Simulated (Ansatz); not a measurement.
Cost and result for the atomization energy of `[SiH3][SiH]1OPS1` (10 atoms, 10 bonds).

```csv
atom,x (Å),y (Å),z (Å)
Si1,-1.6612,0.0891,-0.1633
Si2,0.5545,0.8314,0.0086
O3,1.3609,0.1100,1.2891
P4,2.2965,-1.0040,0.4850
S5,1.8602,-0.0844,-1.4238
H6,-2.2268,0.6027,-1.4398
H7,-2.4840,0.5903,0.9704
H8,-1.6837,-1.3965,-0.1750
H9,0.6648,2.3119,0.0631
H10,1.3188,-2.0505,0.3856
```

Charge 0, multiplicity 1. The structure was optimised at the PBE0-D4/def2-TZVP level. Program: Ansatz. All runs use 4 threads of a server CPU on a shared host. Times are those of one run each, without the atoms' runs, and a repeat can differ threefold. Electronic energies, without spin–orbit coupling; frozen cores. CCSD(T)/CBS adds CCSD(T) − MP2 in def2-TZVPP to the MP2 limit, and its time is that of the two runs behind it. T1 = 0.014. B3LYP takes the VWN-RPA correlation (the form of Gaussian; ORCA's B3LYP/G). HSE06 is the plane-wave form, built on full-range PBE exchange.

CCSD(T)/CBS is a level of theory with its own doubt, some kJ/mol a heavy atom from the limit and from the frozen cores, so smaller differences don't rank the functionals.

| level | functions | wall time |
| --- | --- | --- |
| LDA (SPW92)/def2-TZVPP | 269 | 1.5 s |
| PBE-D4/def2-TZVPP (with forces) | 269 | 3 s |
| CCSD(T)/def2-SVP | 111 | 4.2 s |
| HSE06-D4/def2-TZVPP | 269 | 4.8 s |
| r2SCAN-D4/def2-TZVPP (with forces) | 269 | 6.5 s |
| B3LYP-D4/def2-TZVPP (with forces) | 269 | 6.5 s |
| r2SCANh-D4/def2-TZVPP | 269 | 7.5 s |
| PBE-QIDH/def2-TZVPP | 269 | 7.5 s |
| ωB97X-V/def2-TZVPP | 269 | 11 s |
| B97M-V/def2-TZVPP | 269 | 13 s |
| MP2/def2-QZVPP | 487 | 25 s |
| CCSD(T)/def2-TZVPP | 269 | 2.7 min |
| CCSD(T)/CBS(def2) | – | 3.1 min |

Task: What atomization energy does each give, and how far from CCSD(T)/CBS? (An estimate is asked.)

Result: Ansatz gave: 
```json
{"level": "LDA (SPW92)/def2-TZVPP", "atomization (kJ/mol)": "3634.0", "difference from CCSD(T)/CBS": "455.8", "per bond": "45.6"}
{"level": "PBE-D4/def2-TZVPP (with forces)", "atomization (kJ/mol)": "3202.2", "difference from CCSD(T)/CBS": "24.0", "per bond": "2.4"}
{"level": "CCSD(T)/def2-SVP", "atomization (kJ/mol)": "2818.6", "difference from CCSD(T)/CBS": "-359.6", "per bond": "-36.0"}
{"level": "HSE06-D4/def2-TZVPP", "atomization (kJ/mol)": "3153.3", "difference from CCSD(T)/CBS": "-24.9", "per bond": "-2.5"}
{"level": "r2SCAN-D4/def2-TZVPP (with forces)", "atomization (kJ/mol)": "3181.9", "difference from CCSD(T)/CBS": "3.7", "per bond": "0.4"}
{"level": "B3LYP-D4/def2-TZVPP (with forces)", "atomization (kJ/mol)": "3164.0", "difference from CCSD(T)/CBS": "-14.2", "per bond": "-1.4"}
{"level": "r2SCANh-D4/def2-TZVPP", "atomization (kJ/mol)": "3159.0", "difference from CCSD(T)/CBS": "-19.2", "per bond": "-1.9"}
{"level": "PBE-QIDH/def2-TZVPP", "atomization (kJ/mol)": "3126.1", "difference from CCSD(T)/CBS": "-52.1", "per bond": "-5.2"}
{"level": "ωB97X-V/def2-TZVPP", "atomization (kJ/mol)": "3223.6", "difference from CCSD(T)/CBS": "45.4", "per bond": "4.5"}
{"level": "B97M-V/def2-TZVPP", "atomization (kJ/mol)": "3219.3", "difference from CCSD(T)/CBS": "41.1", "per bond": "4.1"}
{"level": "MP2/def2-QZVPP", "atomization (kJ/mol)": "3164.1", "difference from CCSD(T)/CBS": "-14.1", "per bond": "-1.4"}
{"level": "CCSD(T)/def2-TZVPP", "atomization (kJ/mol)": "3055.9", "difference from CCSD(T)/CBS": "-122.3", "per bond": "-12.2"}
{"level": "CCSD(T)/CBS(def2)", "atomization (kJ/mol)": "3178.2", "difference from CCSD(T)/CBS": "0.0", "per bond": "0.0"}
```

In def2-TZVPP, CCSD(T) changes the Hartree–Fock value by +855.0 kJ/mol (the triples alone add +58.5 kJ/mol) and MP2 by +890.1 kJ/mol; breaking electron pairs costs correlation energy, which Hartree–Fock lacks. At CCSD(T), def2-SVP lies −359.6 kJ/mol from the extrapolated value and def2-TZVPP −122.3 kJ/mol: correlation converges slowly with the basis, and small sets miss more of it in the bonded molecule than in its fragments. From PBE to PBE0 (25 % exact exchange), in def2-TZVPP and without D4, the atomization energy moves by −46.2 kJ/mol: exact exchange takes away binding that semilocal exchange gives to molecules.
